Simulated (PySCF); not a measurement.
Calculated NMR parameters of N#C/C=C/C1=CC[SiH2]CO1

- Formula: C7H9NOSi
- SMILES: N#C/C=C/C1=CC[SiH2]CO1
- Point group of the computed structure: C1
- Degrees of unsaturation: 5
- Carbon signals: 7
- Proton signals: 6

Atoms are numbered as in `[N:1]#[C:2]/[CH:3]=[CH:4]/[C:5]1=[CH:6][CH2:7][SiH2:8][CH2:9][O:10]1`. Hydrogens are named by the atom that carries them.

Level of theory: GFN2-xTB structure, shieldings: GIAO PBE0/pcSseg-1, in PySCF 2.14.0 with density-fitted response routines (fast rotation and ring inversion assumed for equivalent nuclei, a single conformation, relativity neglected, isolated molecule).

Referencing at the same level of theory: $^{1}$H (31.72 ppm), $^{13}$C (186.93 ppm), $^{29}$Si (349.16 ppm) against TMS; NH3 for $^{15}$N (267.73 ppm); $^{17}$O (336.08 ppm) against H2O.

| carbon | δC, type | δH (multiplicity) | HMBC from (2–3 bonds) | span of the C tensor (ppm) |
| --- | --- | --- | --- | --- |
| C2 | 123.7, C | – | H(C4), H(C3) | 347 |
| C3 | 101.7, CH | 5.69 (d) | H(C4) | 184 |
| C4 | 156.3, CH | 6.67 (d) | H(C3), H(C6) | 221 |
| C5 | 159.7, C | – | H(C4), H(C3), H(C6), H(C9), H(C7) | 186 |
| C6 | 116.5, CH | 5.43 (t) | H(C4), H(Si8), H(C7) | 168 |
| C7 | 7.3, CH2 | 1.81 (m) | H(C6), H(C9), H(Si8) | 35 |
| C9 | 57.1, CH2 | 4.26 (m) | H(Si8), H(C7) | 85 |

Other nuclei:
| atoms | nucleus | environment | δ (ppm) | σ (ppm) |
| --- | --- | --- | --- | --- |
| H(Si8) | $^{1}$H | hydrogen on a silicon bonded to 2 C, in a 6-membered ring | 4.10 | 27.62 |
| Si8 | $^{29}$Si | silicon bonded to 2 C, 2 H, in a 6-membered ring | -65.9 | 415.0 |
| N1 | $^{15}$N | nitrile nitrogen | 322.9 | -55.1 |
| O10 | $^{17}$O | ether oxygen | 90.4 | 245.7 |

1. Carbon types of the structure: 2 × C, 3 × CH, 2 × CH2, leaving 2 H on heteroatoms.
2. δC 159.7: alkene carbon bearing oxygen; an sp2 carbon further deshielded by the attached heteroatom.
3. δC 156.3, 101.7: alkene CH; as expected for a trigonal carbon in a double bond.
4. δC 123.7: nitrile carbon; this is the usual window of a C≡N carbon, which has no attached hydrogen.
5. δC 116.5: β carbon of an enol-ether or enamine type C=C.
6. δC 7.3: allylic sp3 CH2 bonded to Si; an electropositive neighbour leaves it electron-rich and shielded.

Shifts are as computed. Against solution values, carbons near 30 ppm lie about +3 ppm off and those near 130 ppm about +5 ppm. Of 1211 compounds with measured shifts, 218 miss one by over three times the rms of a fit or turn the order of signals round; such compounds aren't used in these exercises. Experimental scales use liquid or dissolved standards, which lie at an offset from isolated NH3 (liquid NH3: subtract about 20 ppm) and H2O (liquid H2O: subtract about 36 ppm). Unscaled 15N shifts of sp2 nitrogen come out 20 to 40 ppm too high even then. Multiplicities follow the n + 1 count of equivalent neighbours, as no J values were calculated; m marks all less simple cases, F and P coupling included.
